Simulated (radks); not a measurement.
Results of a calculation; reference values are marked as such.
Problem. Valence configurations of the mercury ion Hg3+ (all share [Xe]). Code: a radial shooting solver on a logarithmic mesh with Libxc functionals. Model: scalar-relativistic Kohn-Sham, BLYP, spin-polarised, spherical densities, finite nucleus; open shells are filled with parallel spins first (spin-orbit coupling, left out, can overturn this in heavy ions); Fermi nuclear charge, rms radius 5.4648 fm. Order these by energy: 4f14 5d8 6s1; 4f13 5d9 6p1; 4f13.5 5d9 6p0.5; 4f14 5d8.5 6p0.5; 4f13.5 5d9 6s0.5; 4f14 5d8.5 6s0.5; 4f14 5d8 6p1; 4f13 5d9 6s1; 4f14 5d9; 4f14 5d7.5 6s0.5 6p1.

Solution. From the lowest, in eV above it: 4f14 5d9 0.000; 4f14 5d8.5 6s0.5 3.786; 4f14 5d8 6s1 7.688; 4f14 5d8.5 6p0.5 8.961; 4f14 5d8 6p1 18.362; 4f14 5d7.5 6s0.5 6p1 22.689; 4f13.5 5d9 6s0.5 49.574; 4f13.5 5d9 6p0.5 54.775; 4f13 5d9 6s1 102.65; 4f13 5d9 6p1 113.44. NIST lists [Xe] 4f14 5d9 as the ground configuration; this level of theory agrees among the configurations tried. The energies are those of spherical high-spin densities, not of single terms.
